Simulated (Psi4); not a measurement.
CuF₂ (SMILES [F][Cu][F]), doublet, geometry from GFN2-xTB (such geometries of metal compounds can be far from the true shape).

Input for Psi4:
```
memory 2 GB

molecule mol {
0 2
  Cu    0.000000    0.000000    0.000000
  F     0.000000    0.000000    1.701134
  F    -0.000000   -0.000000   -1.701134
}

set basis def2-sv(p)
set reference uhf
set stability_analysis follow
set scf_type pk

energy('scf')
print_variables()
```

### Question
What does this run give for the dipole moment, number of basis functions, <S^2>, nuclear repulsion energy, total energy?

### Answer

The dipole moment is 0.00 D and the number of basis functions is 52. The <S^2> comes out as 0.752 and the nuclear repulsion energy is 174.9787 Eh. The total energy comes out as -1837.4464 Eh.

These values belong to the state on which the SCF converged, which isn't shown to be the lowest.
